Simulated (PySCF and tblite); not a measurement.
The numbers below are computed, except where a source is named.
System: C5H11NSe, numbered as in [CH3:1][N:2]1[CH2:3][CH2:4][Se:5][CH2:6][CH2:7]1.

For the pyramidal inversion at N2: electronic barrier 6.28 kcal/mol, zero-point change -0.89 kcal/mol, thermal and entropy terms at 200 K a further -0.10 kcal/mol (symmetry numbers apart). The minimum is Cs, the saddle C1. Level: revPBE/pcSseg-1 + D3(BJ) on GFN2-xTB stationary points, with GFN2-xTB thermal terms. Rate constants are transition-state-theory values, counting equivalent paths, without tunnelling. Run with tblite and PySCF.

Task: How many equivalent paths lead out of the minimum?

Result: 2: the symmetry number of the minimum is 1, that of the saddle displaced along its mode 1, and the displaced saddle is chiral while the minimum is not, which doubles the count.

Task: Work out the rate at 200 K.

Result: ΔG‡ = 5.29 kcal/mol; k_B T/h = 4.2×10¹² s⁻¹; exp(−ΔG‡/RT) = 1.7×10⁻⁶; times 2 gives k = 1.4×10⁷ s⁻¹. Wigner's tunnelling factor for the 229i cm⁻¹ mode would be 1.11.

Spin–orbit effects of heavy atoms on shieldings are missing.
